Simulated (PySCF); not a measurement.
## Electron correlation in Te (tellurium, neutral)

[Kr] 4d10 5s2 5p4, high-spin 3P determinant. Computed with PySCF 2.14 in x2c-QZVPPall, with the spin-free X2C one-electron Hamiltonian (Gaussian nucleus). Frozen: [Kr] 4d10; 6 electrons correlated.

MP2 pair energies summed by pair of shells (mhartree):

```tsv
pair	energy	share (%)
5s-5p	-43.92	46.6
5p-5p	-42.29	44.9
5s-5s	-8.08	8.6
```

Total MP2 correlation energy: -94.29 mhartree.

Same-spin part -20.26 and opposite-spin part -74.03 mhartree; SCS-MP2 scales them by 1/3 and 6/5 to -95.59 mhartree.
